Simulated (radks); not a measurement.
Calculated with a radial shooting solver on a logarithmic mesh with Libxc functionals: non-relativistic Kohn-Sham, exchange-only LDA, spin-unpolarised, spherical densities, point nucleus. Response by self-consistent Sternheimer equations with the Hartree and adiabatic exchange-only LDA kernel. For heavy and open-shell atoms this level of theory can miss by tens of per cent. Rank Al2+, As2+, B, Al, Se, Cr+ (NIST ground configurations) by static dipole polarisability, largest first.

Answer. Al 87.01, Se 30.69, B 29.66, Cr+ 18.95, Al2+ 12.18, As2+ 10.52 bohr^3.
